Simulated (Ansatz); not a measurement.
`N/C=N/[SiH3]` + H₂O → `O/C=N/[SiH3]` + NH₃ at 400 K and 1 bar (formal hydrolysis of a C–N bond).

Calculated with Ansatz (gas phase, PBE0-D4/def2-TZVP geometries, no zero-point term in ΔE). CCSD(T)/CBS is the MP2 limit (def2-TZVPP, def2-QZVPP) plus CCSD(T) − MP2 in def2-TZVPP, frozen cores. This one scheme is used for every species. Double bonds are as drawn, so ΔE can hold a change between cis and trans. One conformer a species, not always the lowest.

```tsv
species	CCSD(T)/CBS energy (Eh)	H − E (kJ/mol)	S (J/(mol·K))
`N/C=N/[SiH3]`	-440.14765	221.0	350.6
H₂O	-76.37941	69.8	198.6
`O/C=N/[SiH3]`	-460.01548	188.1	333.2
NH₃	-56.50880	104.2	203.1
```

H − E and S are ideal-gas, rigid-rotor, harmonic terms from PBE0-D4/def2-TZVP, for one conformer and one mirror image of each species. 1 Eh = 2625.50 kJ/mol, R = 8.31446 J/(mol·K).

Question: By hand: ΔE, ΔH, ΔS and ΔG.

Answer: ΔE = (-460.01548) + (-56.50880) − (-440.14765) − (-76.37941) = 0.00278 Eh = 7.3 kJ/mol. Δ(H − E) = 188.1 + 104.2 − 221.0 − 69.8 = 1.5, so ΔH = 8.8 kJ/mol. ΔS = 333.2 + 203.1 − 350.6 − 198.6 = -12.9 J/(mol·K). ΔG = 8.8 − 400 × (-12.9)/1000 = 14.0 kJ/mol.

Question: By hand: the equilibrium constant, and the temperature at which ΔG would vanish if ΔH and ΔS stayed fixed.

Answer: log₁₀ K = −ΔG/(RT ln 10) = -1.8. ΔH and −TΔS have one sign here, so there is no such temperature.

TΔS isn't small against ΔH here. A doubt of 5 kJ/mol in ΔE shifts log₁₀ K by 0.7 here. Other conformers and mirror images would add mixing entropy, several J/(mol·K) or more a flexible species. These are equilibria of isolated gas molecules and say nothing of rates. Largest T1 diagnostic: 0.014 (customary marks: 0.02 for closed shells, 0.045 for open ones).

ΔS is within the doubt of such terms, so its sign, and with it that verdict, could turn.
